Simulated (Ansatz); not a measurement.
Isolated molecules relaxed with PBE0-D4/def2-TZVP in Ansatz; ΔE leaves out vibrations. CCSD(T)/CBS adds triple-zeta CCSD(T) − MP2 to the extrapolated MP2 energy (def2 sets, frozen cores). This one scheme is used for every species. DFT in def2-TZVPP. B3LYP here is the variant with VWN-RPA as its local correlation; programs differ in this. One conformer a species, not always the lowest.

Reaction (formal hydrolysis of a C–F bond): `FC([SiH3])Cl` + H₂O → `OC([SiH3])Cl` + H–F

```tsv
level	ΔE (eV)
B97M-V	-0.08
ωB97M-V	-0.10
B3LYP	-0.07
CCSD/def2-TZVPP	-0.14
```

Task: What does CCSD(T)/CBS give? (An estimate is asked.)

Result: Ansatz gave: -0.15 eV. The listed levels differ from it by 0.07, 0.05, 0.08, 0.01 eV.

Largest T1 diagnostic among the species: 0.011.

Leaving LDA and LC-ωPBE aside and taking each functional with its dispersion term where it has one, the values, not all of them listed here, spread over 0.08 eV, from PBE-QIDH to B97M-V. LDA lies −0.06 eV from PBE without D4. From BLYP to BHLYP (50 % exact exchange), in def2-TZVPP and without D4, ΔE moves by −0.04 eV. In def2-TZVPP, CCSD(T) changes the Hartree–Fock value by −0.08 eV (the triples alone add −0.01 eV) and MP2 by −0.13 eV.
